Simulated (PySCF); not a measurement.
CsI, SMILES [I][Cs].

Coordinates come from a PBE-D3(BJ)/def2-TZVPD optimisation. The def2 effective core potentials stand for the cores of Cs, I; spin–orbit coupling is left out.

Two levels are set side by side: PBE/def2-TZVPD (PySCF) and M06-2X/def2-TZVPD (PySCF). Same geometry, gas phase. Differences are taken from unrounded values.

```json
[
 {"quantity": "orbital gap (eV)", "M06-2X": "5.15", "PBE": "2.61", "PBE minus M06-2X": "-2.54"},
 {"quantity": "highest occupied level (eV)", "M06-2X": "-6.42", "PBE": "-4.39", "PBE minus M06-2X": "2.03"},
 {"quantity": "lowest empty level (eV)", "M06-2X": "-1.27", "PBE": "-1.78", "PBE minus M06-2X": "-0.51"},
 {"quantity": "dipole moment (D)", "M06-2X": "11.80", "PBE": "11.12", "PBE minus M06-2X": "-0.68"},
 {"quantity": "mean polarisability (bohr³)", "M06-2X": "75.2", "PBE": "88.3", "PBE minus M06-2X": "13.1"}
]
```

PBE's occupied levels lie high since its potential decays too fast outside the molecule; exact exchange lowers them and widens the gap. PBE's more diffuse valence density responds more strongly to a field. Differences between two approximate levels are no errors against the true value.

Rough cost on one machine, each run with all the roots and properties that it gave: M06-2X against PBE about 3 times.
